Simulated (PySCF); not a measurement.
These 2 structures share the formula C3Si (singlet state). Method used: PBE0-D3(BJ)/def2-SVP geometry optimisation, gas phase in PySCF. Energies are electronic, without zero-point or thermal terms, for one conformer each. No frequencies were run at this level. Point groups hold within 0.08 Å.

**Question.** Order them by energy at this level, lowest first, and give relative energies in kcal/mol.
A. `[C]1[C]2[C][Si]12` [singlet]
B. `[C]1[C]2[Si][C]12` [singlet]

**Answer.** B (0.0), A (8.7).

| SMILES | E (Eh) | E rel (kcal/mol) | dipole (D) | point group | A, B, C (MHz) |
| --- | --- | --- | --- | --- | --- |
| [C]1[C]2[Si][C]12 | -403.11835 | 0.0 | 4.05 | C2v | 39718, 6164, 5336 |
| [C]1[C]2[C][Si]12 | -403.10444 | 8.7 | 2.07 | C2v | 12405, 11209, 5888 |

**Question.** How do the relative energies change in single points at PBE0/pcSseg-1 (no added dispersion term) on the same geometries?

**Answer.** 
| SMILES | PBE0-D3(BJ)/def2-SVP (kcal/mol) | PBE0/pcSseg-1 (kcal/mol) | shift |
| --- | --- | --- | --- |
| [C]1[C]2[Si][C]12 | 0.0 | 0.0 | 0.0 |
| [C]1[C]2[C][Si]12 | 8.7 | 8.3 | -0.4 |

Each column counts from its own lowest isomer. The order is unchanged; the largest shift is 0.4 kcal/mol.
